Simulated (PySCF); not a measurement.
Br₄Ta (SMILES [Br][Ta]([Br])([Br])[Br]), doublet, at a GFN2-xTB geometry (such geometries of metal compounds can be far from the true shape) (the multiplicity is a formal guess) (core potentials on Ta); PySCF with DF-PBE0/def2-SVPD.

The PySCF input:
```python
from pyscf import gto, scf, dft

mol = gto.Mole()
mol.atom = '''
    Ta    0.00000000   -0.00000000   -0.00000000
    Br    1.62221601   -0.61570459   -1.73030567
    Br    0.20685615    0.40189462    2.40838657
    Br   -0.51326511    2.28018659   -0.73616754
    Br   -1.31580705   -2.06637663    0.05808664
'''
mol.basis = 'def2-svpd'
mol.ecp = {'Ta': 'def2-svpd'}
mol.spin = 1
mol.verbose = 4
mol.build()

mf = dft.UKS(mol)
mf.xc = 'pbe0'
mf = mf.density_fit(auxbasis='def2-universal-jkfit')
mf.kernel()
mf.analyze()
```

Output, abridged:

```
PySCF version 2.14.0

[INPUT] verbose = 4
[INPUT] num. atoms = 5
[INPUT] num. electrons = 153
[INPUT] charge = 0
[INPUT] spin (= nelec alpha-beta = 2S) = 1
[INPUT] symmetry False subgroup None
[INPUT] Mole.unit = angstrom
[INPUT] Symbol           X                Y                Z      unit          X                Y                Z       unit  Magmom
[...]
nuclear repulsion = 1376.34918464818
number of shells = 73
number of NR pGTOs = 392
number of NR cGTOs = 199
basis = def2-svpd
ecp = {'Ta': 'def2-svpd'}

******** <class 'pyscf.df.df_jk.DFUKS'> ********
method = DFUKS
initial guess = minao
damping factor = 0
level_shift factor = 0
DIIS = <class 'pyscf.scf.diis.CDIIS'>
diis_start_cycle = 1
diis_space = 8
diis_damp = 0
SCF conv_tol = 1e-09
SCF conv_tol_grad = None
SCF max_cycles = 50
direct_scf = False
number electrons alpha = 77  beta = 76
XC library pyscf.dft.libxc version 7.1.2
    S. Lehtola, C. Steigemann, M. J. T. Oliveira, and M. A. L. Marques,  SoftwareX 7, 1–5 (2018)
XC functionals = pbe0
    C. Adamo and V. Barone,  J. Chem. Phys. 110, 6158 (1999)
    M. Ernzerhof and G. E. Scuseria,  J. Chem. Phys. 110, 5029 (1999)
radial grids:
    Treutler-Ahlrichs [JCP 102, 346 (1995); DOI:10.1063/1.469408] (M4) radial grids

becke partition: Becke, JCP 88, 2547 (1988); DOI:10.1063/1.454033
pruning grids: <function nwchem_prune>
grids dens level: 3
symmetrized grids: False
atomic radii adjust function: <function treutler_atomic_radii_adjust>
small_rho_cutoff = 0
Set gradient conv threshold to 3.16228e-05
tot grids = 105704
******** <class 'pyscf.df.df.DF'> ********
auxbasis = def2-universal-jkfit
init E= -10334.6908774104

cycle= 1 E= -10350.2055196338  delta_E= -15.5  |g|= 1.56  |ddm|= 6.27
cycle= 2 E= -10348.0022590875  delta_E=  2.2  |g|= 2.06  |ddm|= 41.1
cycle= 3 E= -10351.3565838199  delta_E= -3.35  |g|= 0.334  |ddm|=   41
cycle= 4 E= -10351.419168103  delta_E= -0.0626  |g|= 0.129  |ddm|= 0.445
cycle= 5 E= -10351.4284516101  delta_E= -0.00928  |g|= 0.0196  |ddm|= 0.186
cycle= 6 E= -10351.4285679297  delta_E= -0.000116  |g|= 0.00726  |ddm|= 0.032
cycle= 7 E= -10351.4286071329  delta_E= -3.92e-05  |g|= 0.00179  |ddm|= 0.0141
cycle= 8 E= -10351.4286133473  delta_E= -6.21e-06  |g|= 0.000526  |ddm|= 0.00759
cycle= 9 E= -10351.4286140515  delta_E= -7.04e-07  |g|= 0.000341  |ddm|= 0.00299
cycle= 10 E= -10351.4286141508  delta_E= -9.94e-08  |g|= 6.1e-05  |ddm|= 0.000761
cycle= 11 E= -10351.4286141544  delta_E= -3.56e-09  |g|= 2.59e-05  |ddm|= 0.000176
[...]
converged SCF energy = -10351.4286141547  <S^2> = 0.75436202  2S+1 = 2.0043573
Total Energy =                      -10351.428614154709066
[...]
spin_pop of  3 Br 5py       0.00042
spin_pop of  3 Br 5pz       0.00053
spin_pop of  3 Br 6px       0.00024
spin_pop of  3 Br 6py       0.00124
spin_pop of  3 Br 6pz       0.00021
spin_pop of  3 Br 3dxy      0.00000
spin_pop of  3 Br 3dyz      0.00000
spin_pop of  3 Br 3dz^2     0.00000
spin_pop of  3 Br 3dxz     -0.00000
spin_pop of  3 Br 3dx2-y2   -0.00000
spin_pop of  3 Br 4dxy      0.00918
spin_pop of  3 Br 4dyz      0.00051
spin_pop of  3 Br 4dz^2     0.00120
spin_pop of  3 Br 4dxz      0.00016
spin_pop of  3 Br 4dx2-y2    0.00037
spin_pop of  3 Br 5dxy      0.00581
spin_pop of  3 Br 5dyz      0.00018
spin_pop of  3 Br 5dz^2     0.00210
spin_pop of  3 Br 5dxz      0.00011
spin_pop of  3 Br 5dx2-y2    0.00048
spin_pop of  3 Br 6dxy      0.00182
spin_pop of  3 Br 6dyz      0.00008
spin_pop of  3 Br 6dz^2     0.00107
spin_pop of  3 Br 6dxz      0.00008
spin_pop of  3 Br 6dx2-y2    0.00026
spin_pop of  4 Br 1s       -0.00000
spin_pop of  4 Br 2s        0.00000
spin_pop of  4 Br 3s        0.00001
spin_pop of  4 Br 4s        0.00148
spin_pop of  4 Br 5s        0.00293
spin_pop of  4 Br 6s        0.00043
spin_pop of  4 Br 2px       0.00000
spin_pop of  4 Br 2py      -0.00000
spin_pop of  4 Br 2pz      -0.00000
spin_pop of  4 Br 3px       0.00000
spin_pop of  4 Br 3py      -0.00000
spin_pop of  4 Br 3pz      -0.00000
spin_pop of  4 Br 4px       0.00308
spin_pop of  4 Br 4py      -0.01003
spin_pop of  4 Br 4pz      -0.00398
spin_pop of  4 Br 5px       0.00390
spin_pop of  4 Br 5py       0.00164
spin_pop of  4 Br 5pz       0.00115
spin_pop of  4 Br 6px       0.00062
spin_pop of  4 Br 6py       0.00074
spin_pop of  4 Br 6pz       0.00002
spin_pop of  4 Br 3dxy      0.00000
spin_pop of  4 Br 3dyz      0.00000
spin_pop of  4 Br 3dz^2     0.00000
spin_pop of  4 Br 3dxz     -0.00000
spin_pop of  4 Br 3dx2-y2    0.00000
spin_pop of  4 Br 4dxy      0.00443
spin_pop of  4 Br 4dyz      0.00262
spin_pop of  4 Br 4dz^2     0.00023
spin_pop of  4 Br 4dxz      0.00015
spin_pop of  4 Br 4dx2-y2    0.00464
spin_pop of  4 Br 5dxy      0.00199
spin_pop of  4 Br 5dyz      0.00238
spin_pop of  4 Br 5dz^2     0.00096
spin_pop of  4 Br 5dxz      0.00028
spin_pop of  4 Br 5dx2-y2    0.00367
spin_pop of  4 Br 6dxy      0.00047
spin_pop of  4 Br 6dyz      0.00092
spin_pop of  4 Br 6dz^2     0.00060
spin_pop of  4 Br 6dxz      0.00016
spin_pop of  4 Br 6dx2-y2    0.00131
In total            77.00000 | 76.00000
Dipole moment(X, Y, Z, Debye): -0.00024, -0.00021,  0.00019
```
